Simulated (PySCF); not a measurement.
This script is equivalent to a calculation on Sb (antimony, neutral).

```python
from pyscf import gto, scf, dft, mp, cc
import basis_set_exchange as bse
txt = bse.get_basis("cc-pVDZ-PP", elements=["Sb"], fmt="nwchem", header=False)
cut = txt.index("\nECP")
mol = gto.M(atom="Sb 0 0 0", charge=0, spin=3, symmetry="D2h",
            basis=gto.basis.parse(txt[:cut]),
            ecp={"Sb": gto.basis.parse_ecp(txt[cut:])})
mf = dft.UKS(mol, xc="B88,P86")
mf.irrep_nelec = {'Ag': (4, 4), 'B1g': (1, 1), 'B2g': (1, 1), 'B3g': (1, 1), 'B1u': (2, 1), 'B2u': (2, 1), 'B3u': (2, 1)}
mf.kernel()
```

(1) What total energy does it give?

(2) Which occupied shell lies highest, and where?

(3) What is ⟨S²⟩, and what would a pure spin state give?

Energies and moments cover only the electrons outside the core potential.

Results:

(1) -240.329 hartree (calculated).

(2) 5p α, at -5.441 eV.

(3) 3.751, against 3.75.
